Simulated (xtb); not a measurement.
xtb input file for C₄H₁₀OSi, SMILES C[C@@]1([SiH3])CCO1, GFN2-xTB. 

```
$ xtb mol.xyz --gfn 2 --sp --chrg 0 --uhf 0 --json
$ cat mol.xyz
16

C      0.02618643     1.53701577     1.06280858
C     -0.01363860     0.25509256     0.25246391
Si     1.61829134    -0.18753296    -0.63475995
C     -0.74876410    -0.91350445     0.93238915
C     -1.70977774    -0.82582919    -0.25018251
O     -1.03499725     0.30446746    -0.78889068
H      0.71934444     1.42257226     1.89355025
H     -0.96193680     1.77704767     1.45401246
H      0.35563316     2.36398655     0.43848883
H      1.41302999    -1.45906203    -1.32796142
H      1.91491063     0.88048474    -1.58330792
H      2.67591320    -0.32957676     0.37112115
H     -1.19288772    -0.66458754     1.89458236
H     -0.19216481    -1.84405929     1.01886728
H     -2.75243372    -0.59663196    -0.00852468
H     -1.67954512    -1.67710003    -0.93793828
```

Output:

```
[banner left out]
          |                Calculation Setup                |
           -------------------------------------------------



           -------------------------------------------------
          |                 G F N 2 - x T B                 |
           -------------------------------------------------

        Reference                      10.1021/acs.jctc.8b01176
      * Hamiltonian:
        H0-scaling (s, p, d)           1.850000    2.230000    2.230000
        zeta-weighting                 0.500000
      * Dispersion:
        s8                             2.700000
        a1                             0.520000
        a2                             5.000000
        s9                             5.000000
      * Repulsion:
        kExp                           1.500000    1.000000
        rExp                           1.000000
      * Coulomb:
        alpha                          2.000000
        third order                    shell-resolved
        anisotropic                    true
        a3                             3.000000
        a5                             4.000000
        cn-shift                       1.200000
        cn-exp                         4.000000
        max-rad                        5.000000


          ...................................................
          :                      SETUP                      :
          :.................................................:
          :  # basis functions                  40          :
          :  # atomic orbitals                  39          :
          :  # shells                           23          :
          :  # electrons                        36          :
          :  max. iterations                   250          :
          :  Hamiltonian                  GFN2-xTB          :
          :  restarted?                      false          :
          :  GBSA solvation                  false          :
          :  PC potential                    false          :
          :  electronic temp.          300.0000000     K    :
          :  accuracy                    1.0000000          :
          :  -> integral cutoff          0.2500000E+02      :
          :  -> integral neglect         0.1000000E-07      :
          :  -> SCF convergence          0.1000000E-05 Eh   :
          :  -> wf. convergence          0.1000000E-03 e    :
          :  Broyden damping             0.4000000          :
          :  net charge                          0          :
          :  unpaired electrons                  0          :
          ...................................................

 iter      E             dE          RMSdq      gap      omega  full diag
   1    -19.5465045 -0.195465E+02  0.505E+00    5.81       0.0  T
   2    -19.6410349 -0.945304E-01  0.259E+00    4.61       1.0  T
   3    -19.6421019 -0.106703E-02  0.158E+00    4.95       1.0  T
   4    -19.6420603  0.416817E-04  0.421E-01    4.98       1.0  T
   5    -19.6424074 -0.347103E-03  0.368E-01    5.05       1.0  T
   6    -19.6426601 -0.252709E-03  0.758E-02    4.99       1.0  T
   7    -19.6426697 -0.964320E-05  0.514E-02    4.98       1.0  T
   8    -19.6426746 -0.486794E-05  0.108E-02    4.98       2.3  T
   9    -19.6426747 -0.158928E-06  0.374E-03    4.98       6.7  T
  10    -19.6426748 -0.176148E-07  0.112E-03    4.98      22.3  T
  11    -19.6426748 -0.930982E-09  0.291E-04    4.98      86.0  T
  12    -19.6426748 -0.137629E-09  0.829E-05    4.98     301.4  T

   *** convergence criteria satisfied after 12 iterations ***

         #    Occupation            Energy/Eh            Energy/eV
      -------------------------------------------------------------
         1        2.0000           -0.7343985             -19.9840
       ...           ...                  ...                  ...
        12        2.0000           -0.4684401             -12.7469
        13        2.0000           -0.4538519             -12.3499
        14        2.0000           -0.4363093             -11.8726
        15        2.0000           -0.4326590             -11.7732
        16        2.0000           -0.4310133             -11.7285
        17        2.0000           -0.4173708             -11.3572
        18        2.0000           -0.3688682             -10.0374 (HOMO)
        19                         -0.1858177              -5.0564 (LUMO)
        20                         -0.1840679              -5.0087
        21                         -0.1761764              -4.7940
        22                         -0.1007814              -2.7424
        23                         -0.0832462              -2.2652
       ...                                ...                  ...
        39                          0.6978316              18.9890
      -------------------------------------------------------------
                  HL-Gap            0.1830506 Eh            4.9811 eV
             Fermi-level           -0.2773429 Eh           -7.5469 eV

 SCC (total)                   0 d,  0 h,  0 min,  0.007 sec
 SCC setup                      ...        0 min,  0.000 sec (  1.065%)
 Dispersion                     ...        0 min,  0.000 sec (  0.804%)
 classical contributions        ...        0 min,  0.000 sec (  0.260%)
 integral evaluation            ...        0 min,  0.001 sec ( 15.624%)
 iterations                     ...        0 min,  0.003 sec ( 46.050%)
 molecular gradient             ...        0 min,  0.003 sec ( 34.747%)
 printout                       ...        0 min,  0.000 sec (  1.335%)

         :::::::::::::::::::::::::::::::::::::::::::::::::::::
         ::                     SUMMARY                     ::
         :::::::::::::::::::::::::::::::::::::::::::::::::::::
         :: total energy             -19.432983687527 Eh    ::
         :: gradient norm              0.000290017052 Eh/a0 ::
         :: HOMO-LUMO gap              4.981059138035 eV    ::
         ::.................................................::
         :: SCC energy               -19.642644020956 Eh    ::
         :: -> isotropic ES            0.034905185421 Eh    ::
         :: -> anisotropic ES          0.004034290901 Eh    ::
         :: -> anisotropic XC          0.003820151847 Eh    ::
         :: -> dispersion             -0.010736381320 Eh    ::
         :: repulsion energy           0.209660333429 Eh    ::
         :: add. restraining           0.000000000000 Eh    ::
         :: total charge               0.000000000000 e     ::
         :::::::::::::::::::::::::::::::::::::::::::::::::::::

           -------------------------------------------------
          |                Property Printout                |
           -------------------------------------------------

    * Orbital Energies and Occupations

         #    Occupation            Energy/Eh            Energy/eV
      -------------------------------------------------------------
         1        2.0000           -0.7343985             -19.9840
       ...           ...                  ...                  ...
         6        2.0000           -0.5547664             -15.0960
         7        2.0000           -0.5392766             -14.6745
         8        2.0000           -0.5377753             -14.6336
         9        2.0000           -0.5148643             -14.0102
        10        2.0000           -0.4818461             -13.1117
        11        2.0000           -0.4760477             -12.9539
        12        2.0000           -0.4684401             -12.7469
        13        2.0000           -0.4538519             -12.3499
        14        2.0000           -0.4363093             -11.8726
        15        2.0000           -0.4326590             -11.7732
        16        2.0000           -0.4310133             -11.7285
        17        2.0000           -0.4173708             -11.3572
        18        2.0000           -0.3688682             -10.0374 (HOMO)
        19                         -0.1858177              -5.0564 (LUMO)
        20                         -0.1840679              -5.0087
        21                         -0.1761764              -4.7940
        22                         -0.1007814              -2.7424
        23                         -0.0832462              -2.2652
        24                          0.0068587               0.1866
        25                          0.0343426               0.9345
        26                          0.0775429               2.1100
        27                          0.1072078               2.9173
        28                          0.1378808               3.7519
        29                          0.1533580               4.1731
       ...                                ...                  ...
        39                          0.6978316              18.9890
      -------------------------------------------------------------
                  HL-Gap            0.1830506 Eh            4.9811 eV
             Fermi-level           -0.2773429 Eh           -7.5469 eV

     #   Z          covCN         q      C6AA      α(0)
     1   6 C        3.762    -0.110    22.653     6.785
     2   6 C        4.009     0.034    19.932     6.342
     3  14 Si       3.655     0.449    98.732    19.048
     4   6 C        3.848    -0.073    21.860     6.650
     5   6 C        4.014     0.095    18.948     6.184
     6   8 O        1.743    -0.359    20.054     6.047
     7   1 H        0.925     0.031     2.571     2.507
     8   1 H        0.925     0.044     2.398     2.422
     9   1 H        0.925     0.040     2.446     2.446
    10   1 H        0.919    -0.085     5.051     3.515
    11   1 H        0.919    -0.076     4.800     3.427
    12   1 H        0.917    -0.093     5.318     3.607
    13   1 H        0.925     0.034     2.530     2.487
    14   1 H        0.925     0.023     2.692     2.566
    15   1 H        0.924     0.026     2.639     2.541
    16   1 H        0.924     0.020     2.729     2.583

 Mol. C6AA /au·bohr⁶  :       2525.983899
 Mol. C8AA /au·bohr⁸  :      68758.846110
 Mol. α(0) /au        :         79.155828


Wiberg/Mayer (AO) data.
largest (>0.10) Wiberg bond orders for each atom

 ---------------------------------------------------------------------------
     #   Z sym  total        # sym  WBO       # sym  WBO       # sym  WBO
 ---------------------------------------------------------------------------
     1   6 C    3.996 --     2 C    1.023     9 H    0.986     7 H    0.986
                             8 H    0.981
     2   6 C    3.899 --     1 C    1.023     4 C    0.997     6 O    0.946
                             3 Si   0.832
     3  14 Si   3.573 --    11 H    0.901    10 H    0.900    12 H    0.896
                             2 C    0.832
     4   6 C    3.991 --     5 C    1.006     2 C    0.997    14 H    0.985
                            13 H    0.979
     5   6 C    3.957 --     4 C    1.006     6 O    0.984    16 H    0.976
                            15 H    0.974
     6   8 O    2.040 --     5 C    0.984     2 C    0.946
     7   1 H    0.999 --     1 C    0.986
     8   1 H    0.998 --     1 C    0.981
     9   1 H    0.998 --     1 C    0.986
    10   1 H    0.993 --     3 Si   0.900
    11   1 H    0.994 --     3 Si   0.901
    12   1 H    0.991 --     3 Si   0.896
    13   1 H    0.999 --     4 C    0.979
    14   1 H    0.999 --     4 C    0.985
    15   1 H    0.999 --     5 C    0.974
    16   1 H    1.000 --     5 C    0.976
 ---------------------------------------------------------------------------

Topologies differ in total number of bonds
Writing topology from bond orders to xtbtopo.mol

molecular dipole:
                 x           y           z       tot (Debye)
 q only:        0.601      -0.333       0.388
   full:        0.157      -0.325       0.539       1.648
Note: The following floating-point exceptions are signalling: IEEE_UNDERFLOW_FLAG IEEE_DENORMAL
normal termination of xtb
molecular quadrupole (traceless):
                xx          xy          yy          xz          yz          zz
 q only:        1.251       1.658       0.081      -2.307       0.980      -1.332
  q+dip:       -0.466       1.793       1.222      -2.116       1.587      -0.755
   full:        0.356       2.021       0.751      -2.513       1.490      -1.107


           -------------------------------------------------
          | TOTAL ENERGY              -19.432983687527 Eh   |
          | GRADIENT NORM               0.000290017052 Eh/α |
          | HOMO-LUMO GAP               4.981059138035 eV   |
           -------------------------------------------------

------------------------------------------------------------------------
------------------------------------------------------------------------
 total:
 SCF:
```

Self-consistency was reached.

Cost: very roughly 0.03 core-seconds.
